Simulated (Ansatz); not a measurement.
`CBO[SiH2][SiH3]` + `[SnH4]` → `[SiH3][SiH2][SnH3]` + `CBO`  (formal exchange of groups at the Si–O bond)

Isolated molecules relaxed with PBE0-D4/def2-TZVP in Ansatz; ΔE leaves out vibrations. CCSD(T)/CBS is the MP2 limit (def2-TZVPP, def2-QZVPP) plus CCSD(T) − MP2 in def2-TZVPP, frozen cores. Functionals use def2-TZVPP. B3LYP here is the variant with VWN-RPA as its local correlation; programs differ in this. def2 core potentials past Kr. For Sn outer-core shells are correlated without core-valence functions, which leaves a few kJ/mol of doubt a bond. One conformer a species, not always the lowest.

Is it downhill or uphill in electronic energy at CCSD(T)/CBS, and by how much? (Estimate.)

Ansatz gave: Uphill: ΔE = +31.2 kJ/mol.

What do these levels give: B97M-V, B3LYP-D4, r2SCAN0-D4, CAM-B3LYP-D4, PBE-QIDH, BLYP, B3LYP, LC-ωPBE, CCSD/def2-SVP, HF/def2-TZVPP, MP2/CBS(def2), CCSD/CBS(def2)? (An estimate is asked.)

The calculation gave: B97M-V 44.0, B3LYP-D4 39.3, r2SCAN0-D4 33.4, CAM-B3LYP-D4 46.6, PBE-QIDH 29.6, BLYP 31.8, B3LYP 36.2, LC-ωPBE 31.6, CCSD/def2-SVP 25.1, HF/def2-TZVPP 58.3, MP2/CBS(def2) 30.0, CCSD/CBS(def2) 33.9 kJ/mol.

Largest T1 diagnostic among the species: 0.014.

In def2-TZVPP, CCSD(T) changes the Hartree–Fock value by −21.5 kJ/mol (the triples alone add −2.7 kJ/mol) and MP2 by −22.8 kJ/mol. The D4 term adds +3.1 kJ/mol with B3LYP and +1.9 kJ/mol with PBE0; it sums over pairs of atoms, weighted by their polarisabilities, and B3LYP, whose exchange is more repulsive, gets the larger term.
